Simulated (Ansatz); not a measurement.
`O[Si](O)(F)C[SiH2]Cl` and `N[Si](O)(O)F` differ in one atom or group.

Ansatz, PBE0-D4/def2-TZVP geometries, multiplicity 1. Each molecule was computed in one conformer, which needn't be the lowest.

| property | `O[Si](O)(F)C[SiH2]Cl` |
| --- | --- |
| size of the dipole moment (ωB97M-V/def2-TZVPP) / D | 1.22 |
| HOMO–LUMO gap (PBE/def2-TZVPP) / eV | 6.83 |
| LUMO energy (PBE/def2-TZVPP) / eV | -0.78 |
| LUMO energy (PBE0/def2-TZVPP) / eV | 0.12 |
| LUMO energy (ωB97M-V/def2-TZVPP) / eV | 1.88 |
| HOMO–LUMO gap (B3LYP/def2-TZVPP) / eV | 8.67 |

Task: What does the change do to each property? (Estimate.)

Result: Ansatz gave: 
```
                                          property  `N[Si](O)(O)F`  shift
size of the dipole moment (ωB97M-V/def2-TZVPP) / D            1.67   0.45
               HOMO–LUMO gap (PBE/def2-TZVPP) / eV            6.11  -0.72
                 LUMO energy (PBE/def2-TZVPP) / eV           -0.34   0.44
                LUMO energy (PBE0/def2-TZVPP) / eV            0.54   0.42
             LUMO energy (ωB97M-V/def2-TZVPP) / eV            1.97   0.09
             HOMO–LUMO gap (B3LYP/def2-TZVPP) / eV            7.88  -0.79
```

With PBE0 the HOMO rises by 1.00 eV and the LUMO rises by 0.42 eV, so the gap narrows by about 0.58 eV. PBE moves the HOMO by 1.15 eV and ωB97M-V by 0.79 eV. Dipoles are sizes alone; their direction can turn.

B3LYP here is the variant with VWN-RPA as its local correlation; programs differ in this.
